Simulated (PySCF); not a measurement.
# Nonlinear optical response: SMILES Clc1ccc[cH+]cc1, [C$_{7}$H$_{6}$Cl]+, charge +1

Molfile (atoms numbered from 1):
```
C7H6Cl
     RDKit          3D

 14 14  0  0  0  0  0  0  0  0999 V2000
    2.5037   -1.7389   -0.0785 Cl  0  0  0  0  0  0  0  0  0  0  0  0
    1.0784   -0.8089   -0.0187 C   0  0  0  0  0  0  0  0  0  0  0  0
    1.2492    0.5865    0.0361 C   0  0  0  0  0  0  0  0  0  0  0  0
    0.2768    1.5757    0.0925 C   0  0  0  0  0  0  0  0  0  0  0  0
   -1.1203    1.4549    0.1098 C   0  0  0  0  0  0  0  0  0  0  0  0
   -1.8802    0.2928    0.0738 C   0  0  0  0  0  0  0  0  0  0  0  0
   -1.4294   -1.0337    0.0114 C   0  0  0  0  0  0  0  0  0  0  0  0
   -0.1320   -1.5260   -0.0295 C   0  0  0  0  0  0  0  0  0  0  0  0
    2.2886    0.9273    0.0337 H   0  0  0  0  0  0  0  0  0  0  0  0
    0.6624    2.5994    0.1287 H   0  0  0  0  0  0  0  0  0  0  0  0
   -1.6780    2.3950    0.1578 H   0  0  0  0  0  0  0  0  0  0  0  0
   -2.9660    0.4251    0.0966 H   0  0  0  0  0  0  0  0  0  0  0  0
   -2.2128   -1.7978   -0.0080 H   0  0  0  0  0  0  0  0  0  0  0  0
   -0.0267   -2.6138   -0.0763 H   0  0  0  0  0  0  0  0  0  0  0  0
  1  2  1  0
  2  3  2  0
  3  4  1  0
  4  5  2  0
  5  6  1  0
  6  7  1  0
  7  8  2  0
  8  2  1  0
  3  9  1  0
  4 10  1  0
  5 11  1  0
  6 12  1  0
  7 13  1  0
  8 14  1  0
M  CHG  1   6   1
M  END
```

Level of theory: quadratic response CAM-B3LYP/aug-cc-pVDZ first hyperpolarisability, Taylor convention, gas phase in PySCF 2.14.0. Geometry: PBE0-D3(BJ)/def2-SVP.

(1) Give β for the processes computed.

(2) Which lowest excitations and polarisabilities go with it?

## Answers

(1) In au, Taylor convention; the vector part is βᵢ = ⅓ Σⱼ (βᵢⱼⱼ + βⱼᵢⱼ + βⱼⱼᵢ):
```
                   process  λ (nm)  β vector norm  β HRS  depolarisation ratio
           static β(0;0,0)       ∞          428.6  175.8                  5.16
second harmonic β(−2ω;ω,ω)    1907          472.4  193.5                  5.23
         Pockels β(−ω;ω,0)    1907          442.4      –                     –
second harmonic β(−2ω;ω,ω)    1064          601.8  245.4                  5.42
         Pockels β(−ω;ω,0)    1064          475.8      –                     –
```

(2) S1 4.47 eV (f = 0.017); S2 4.50 eV (f = 0.108); S3 5.23 eV (f = 0.000); isotropic α 92.9 au static, 93.4 au at 1907 nm, 94.5 au at 1064 nm, 94.9 au at 953.5 nm, 100.1 au at 532 nm.
